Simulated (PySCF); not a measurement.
PySCF 2.14 output of a UHF calculation on a single atom or ion in x2c-TZVPPall, with scalar relativity by spin-free X2C-1e:

```
SCF conv_tol = 1e-09
number electrons alpha = 32  beta = 27
cycle= 1 E= -9232.98751314766  delta_E= -0.00928  |g|= 0.0305  |ddm|= 0.0561
cycle= 2 E= -9232.98781965049  delta_E= -0.000307  |g|= 0.0077  |ddm|= 0.0187
cycle= 3 E= -9232.98788300729  delta_E= -6.34e-05  |g|= 0.00345  |ddm|= 0.0153
cycle= 4 E= -9232.98789720007  delta_E= -1.42e-05  |g|= 0.00191  |ddm|= 0.00798
cycle= 5 E= -9232.9879047618  delta_E= -7.56e-06  |g|= 0.000469  |ddm|= 0.00971
cycle= 6 E= -9232.98790582148  delta_E= -1.06e-06  |g|= 0.000198  |ddm|= 0.00477
cycle= 7 E= -9232.98790598968  delta_E= -1.68e-07  |g|= 3.5e-05  |ddm|= 0.00271
cycle= 8 E= -9232.98790599165  delta_E= -1.98e-09  |g|= 4.32e-06  |ddm|= 0.000316
cycle= 9 E= -9232.98790599168  delta_E= -2.55e-11  |g|= 2.05e-06  |ddm|= 2.48e-05
converged SCF energy = -9232.98790599168  <S^2> = 8.7546586  2S+1 = 6.0015527
```

The run itself started from symmetry-adapted Hartree-Fock orbitals and held the occupation by maximum overlap, so the iterations belong to that start.

Task: Which element, charge and spin multiplicity is this?

Result: Pr (praseodymium, neutral), multiplicity 6; the state was [Xe] 4f3 5d1 6s1, one real determinant (an excited configuration).

⟨L²⟩ = 40.05 against 72 for a pure L term, so this real determinant mixes terms. Spin-orbit coupling, absent here, splits the open shell strongly.
